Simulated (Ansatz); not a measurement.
Reactions of C₂H₆AlB, SMILES `B[C](=C)[AlH2]`.

Computed with Ansatz on PBE0-D4/def2-TZVP structures; ΔE is electronic, products minus reactants. CCSD(T)/CBS adds triple-zeta CCSD(T) − MP2 to the extrapolated MP2 energy (def2 sets, frozen cores). DFT in def2-TZVPP. B3LYP here is the variant with VWN-RPA as its local correlation; programs differ in this. For As, Ga, Ge outer-core shells are correlated without core-valence functions, which leaves a few kJ/mol of doubt a bond. Scalar relativity is left out up to krypton. Each species was taken in one conformer, which may not be the lowest.

```csv
reaction,r2SCAN-D4 (eV),B3LYP-D4 (eV),HF/CBS(def2) (eV)
`B[C](=C)[AlH2]` + `[CH3][GeH3]` → `[AlH2][CH2][GeH3]` + `BC=C`,-0.07,-0.05,-0.03
`B[C](=C)[AlH2]` + `OC[AsH2]` → `B[AsH]CO` + `C=[CH][AlH2]`,-0.09,-0.03,0.00
`B[C](=C)[AlH2]` + `[SiH3][SiH2]Cl` → `B[SiH]([SiH3])Cl` + `C=[CH][AlH2]`,0.30,0.34,0.44
`B[C](=C)[AlH2]` + `N=CCF` → `BC(=N)CF` + `C=[CH][AlH2]`,0.28,0.27,0.28
`B[C](=C)[AlH2]` + `[OH][Ga]([Cl])[O][SiH3]` → `B[O][Ga]([Cl])[O][SiH3]` + `C=[CH][AlH2]`,-1.19,-1.22,-1.27
```

Q: Give the CCSD(T)/CBS values in the same order. (Best estimate.)

A: Ansatz gave: -0.07, -0.09, 0.35, 0.28, -1.17 eV.

Largest T1 diagnostic: 0.014, for `B[O][Ga]([Cl])[O][SiH3]`.
